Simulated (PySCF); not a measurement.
Precursor series Zn F-H. Gas-phase values, no solvent.

Computed with PySCF 2.14.0 with TPSSh-D3(BJ)/def2-TZVP // BP86-D3(BJ)/def2-SVP. 

```
species                               LUMO (eV)
-----------------------------------  ----------
0 of 2 F replaced by H               (withheld)
1 of 2 F replaced by H ([Zn(F)(H)])       -0.89
2 of 2 F replaced by H                    -0.94
```

### Question
Some entries are withheld; supply them.

### Answer

- 0 of 2 F replaced by H, LUMO (eV): -2.39
